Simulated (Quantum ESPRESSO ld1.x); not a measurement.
Values are calculated unless marked as measured or tabulated.
Problem. Ne3+, configuration [He] 2s0.5 2p4.5 (fractional occupations, a model configuration). Code: ld1.x of Quantum ESPRESSO 7.5. Model: scalar-relativistic Kohn-Sham, LDA (Slater exchange, Perdew-Wang correlation), spin-polarised, spherical densities, point nucleus; open shells are filled with parallel spins first. Some entries of the table are withheld. Estimate them.

orbital  occ.  eigenvalue (eV)  r(max) (bohr)  <r> (bohr)
1s up       1         -907.825            (1)      0.1585
1s down     1         -905.211            (2)      0.1583
2s up     0.5         -104.249            (3)      0.7978
2s down     0         -98.9420            (4)      0.8110
2p up       3              (5)         0.5603      0.7546
2p down   1.5              (6)         0.5668      0.7736

Solution. 
(1) 1s up r(max) (bohr): 0.1030
(2) 1s down r(max) (bohr): 0.1029
(3) 2s up r(max) (bohr): 0.6481
(4) 2s down r(max) (bohr): 0.6536
(5) 2p up eigenvalue (eV): -81.8093
(6) 2p down eigenvalue (eV): -76.3363
